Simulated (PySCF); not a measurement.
PySCF input file for WOF3, SMILES [O]=[W]([F])([F])[F] (connectivity only; charge and spin as stated), neutral, multiplicity 2, r2SCAN-D4/def2-SVP. The structure is a stationary point at r2SCAN-D4/def2-SVP. The multiplicity is an assumed one; other spin states were not compared. The isomer is the one that the SMILES or the coordinates give; other isomers of the formula were not compared. The def2 effective core potentials stand for the cores of W; spin–orbit coupling is left out.

```python
import numpy as np
from pyscf import gto, scf, dft, df
from pyscf.hessian import thermo

mol = gto.M(
    atom='''
    W     0.00329369    0.04621693    0.00000000
    O     0.80171919    1.54865789    0.00000001
    F    -0.69822931   -0.01798330    1.71633644
    F     0.65673786   -1.72062411   -0.00000000
    F    -0.69822930   -0.01798329   -1.71633645
    ''',
    basis='def2-SVP',
    ecp={'W': 'def2-svp'},
    charge=0,
    spin=1,
    max_memory=1600,
    verbose=3,
)
mf = dft.UKS(mol, xc='r2scan').density_fit(auxbasis='def2-universal-jkfit')
mf.disp = 'd4'
mf.grids.level = 4
mf.conv_tol = 1e-11
mf.max_cycle = 100
mf.kernel()
fine, coarse = mf.grids, dft.Grids(mol).set(level=1).build(with_non0tab=True)
for _ in range(3):  # follow internal instabilities
    mf.grids = coarse
    mo, _, stable, _ = mf.stability(return_status=True, nroots=4)
    mf.grids = fine
    if stable:
        break
    mf.kernel(mf.make_rdm1(mo, mf.mo_occ))

# analytic Hessian; the response equations are solved on a coarser grid
h, args, fine = mf.Hessian(), (mf.mo_energy, mf.mo_coeff, mf.mo_occ), mf.grids
h.max_memory = max(150, 2.5e-5 * df.make_auxmol(mol, mf.with_df.auxbasis).nao * mol.nelec[0] * (mol.nelec[0] + mol.nao))  # MB; small integral blocks
h1ao = h.make_h1(mf.mo_coeff, mf.mo_occ)
mf.grids = dft.Grids(mol).set(level=2).build(with_non0tab=True)
mo1, mo_e1 = h.solve_mo1(*args, h1ao)
mf.grids = fine
hess = h.hess_elec(*args, mo1, mo_e1, h1ao) + h.hess_nuc()
if mf.do_disp():
    hess += h.get_dispersion()
for i in range(mol.natm):  # the analytic DFT Hessian lacks the response of the grid: restore translational invariance
    hess[i, i] -= hess[i].sum(axis=0)
hess = (hess + hess.transpose(1, 0, 3, 2)) / 2
vib = thermo.harmonic_analysis(mol, hess, imaginary_freq=False)
thermo.dump_normal_mode(mol, vib)
th = thermo.thermo(mf, vib['freq_au'][vib['freq_au'] > 0], 298.15, 101325)
thermo.dump_thermo(mol, th)
g0 = mf.nuc_grad_method().set(verbose=0).kernel()

# dipole derivatives [dipole axis, atom, xyz] from the same response
r, irp = mol.intor('int1e_r'), mol.intor('int1e_irp').reshape(3, 3, mol.nao, mol.nao)
sl, dm0, ok = mol.aoslice_by_atom(), np.array(mf.make_rdm1()), []
dmu = np.einsum('a,xt->xat', mol.atom_charges(), np.eye(3))
for a, (_, _, p0, p1) in enumerate(sl):
    dmu[:, a] += 2 * np.einsum('xtij,ij->xt', irp[:, :, :, p0:p1], dm0.reshape(-1, mol.nao, mol.nao).sum(0)[:, p0:p1])
    for u, c, occ, f in zip(mo1, mf.mo_coeff, mf.mo_occ, (2, 2)):
        dmu[:, a] -= f * np.einsum('tui,xuv,vi->xt', u[a], r, c[:, occ > 0], optimize=True)
L = vib['norm_mode']
ir = 974.8801 * (np.einsum('xat,kat->kx', dmu, L) ** 2).sum(1)       # km/mol
apt = np.einsum('xax->a', dmu) / 3
print('mode   freq/cm-1   IR/(km/mol)')
for k, w in enumerate(vib['freq_wavenumber']):
    print(f'{k + 1:4d} {w:11.2f} {ir[k]:13.3f}')
print('max |gradient| / (hartree/bohr):', abs(g0).max())
print('APT charges:', apt.round(4))
```

Output:

```

WARN: HOMO -0.359081103832107 >= LUMO -0.359081103832104

converged SCF energy = -441.615072215088  <S^2> = 0.75262445  2S+1 = 2.0026227
<class 'pyscf.df.df_jk.DFUKS'> wavefunction is stable in the internal stability analysis

WARN: MGGA Hessian is sensitive to dft grids. grids.level 4 may not be dense enough.


WARN: DFTD4 does not support analytical Hessian, using finite difference.


WARN: Mole.unit (angstrom) is changed to Bohr

Mode                                 0                   1                   2
Irrep
Freq [cm^-1]                       57.2879            164.0367            198.9316
Reduced mass [au]                  20.5617             20.9763             21.8622
Force const [Dyne/A]                0.0398              0.3326              0.5097
Char temp [K]                      82.4245            236.0123            286.2183
Normal mode                   x     y     z       x     y     z       x     y     z
       0   W                -0.00 -0.00  0.03   -0.02  0.01 -0.00   -0.02 -0.02 -0.00
       1   O                -0.00  0.00 -0.10   -0.01 -0.00  0.00    0.02 -0.04  0.00
       2   F                -0.05  0.05  0.00    0.13 -0.03  0.06    0.02  0.12  0.02
       3   F                -0.00 -0.00 -0.17   -0.04  0.01  0.00    0.11  0.03  0.00
       4   F                 0.05 -0.05  0.00    0.13 -0.03 -0.06    0.02  0.12 -0.02
Mode                                 3                   4                   5
Irrep
Freq [cm^-1]                      225.3579            286.3738            674.7336
Reduced mass [au]                  18.7066             17.5414             20.9318
Force const [Dyne/A]                0.5597              0.8476              5.6146
Char temp [K]                     324.2398            412.0281            970.7915
Normal mode                   x     y     z       x     y     z       x     y     z
       0   W                 0.02 -0.01 -0.00    0.00  0.00 -0.01   -0.01  0.02 -0.00
       1   O                -0.16  0.08  0.00   -0.00  0.00  0.18    0.01 -0.00  0.00
       2   F                 0.02  0.06 -0.00    0.02  0.10  0.00    0.02  0.00 -0.04
       3   F                -0.08 -0.06  0.00   -0.00 -0.00 -0.06    0.08 -0.19  0.00
       4   F                 0.02  0.06  0.00   -0.02 -0.10  0.00    0.02  0.00  0.04
Mode                                 6                   7                   8
Irrep
Freq [cm^-1]                      709.4990            716.7681           1033.7578
Reduced mass [au]                  19.5111             21.8969             17.2118
Force const [Dyne/A]                5.7868              6.6281             10.8371
Char temp [K]                    1020.8111           1031.2697           1487.3473
Normal mode                   x     y     z       x     y     z       x     y     z
       0   W                 0.01  0.01 -0.00    0.00  0.00  0.03    0.01  0.02 -0.00
       1   O                -0.00 -0.00  0.00   -0.00 -0.00 -0.00   -0.11 -0.21 -0.00
       2   F                -0.06 -0.01  0.14    0.06  0.00 -0.14    0.00 -0.00 -0.01
       3   F                 0.02 -0.06  0.00    0.00 -0.00  0.00   -0.00  0.01 -0.00
       4   F                -0.06 -0.01 -0.14   -0.06 -0.00 -0.14    0.00 -0.00  0.01
temperature 298.1500 [K]
pressure 101325.00 [Pa]
Rotational constants [GHz] 3.82793 3.39379 2.44175
Symmetry number 1
Zero-point energy (ZPE) 0.00926 [Eh]   24324.545 [J/mol]
                           tot       elec      trans        rot        vib
Entropy [J/mol/K]       352.426      5.763    177.944    111.791     56.928
Cv [J/mol/K]             75.288      0.000     12.472     12.472     50.345
Cp [J/mol/K]             83.602      0.000     20.786     12.472     50.345
Internal energy [J/mol]                      3718.434   3718.434  33071.211
Internal energy [Eh]   -441.59964  -441.61507
Enthalpy [J/mol]                             6197.391   3718.434  33071.211
Enthalpy [Eh]          -441.59870
Gibbs free energy [J/mol]                  -46856.652 -29611.959  16098.234
Gibbs free energy [Eh] -441.63872
mode   freq/cm-1   IR/(km/mol)
   1       57.29        27.181
   2      164.04         6.164
   3      198.93        11.078
   4      225.36         6.056
   5      286.37         3.416
   6      674.73        99.789
   7      709.50        36.510
   8      716.77       157.650
   9     1033.76       121.154
max |gradient| / (hartree/bohr): 0.00015492032829122235
APT charges: [ 2.4524 -0.6858 -0.5662 -0.6325 -0.5662]
```

The calculation finished and met its thresholds.

Cost: very roughly 7 core-minutes.
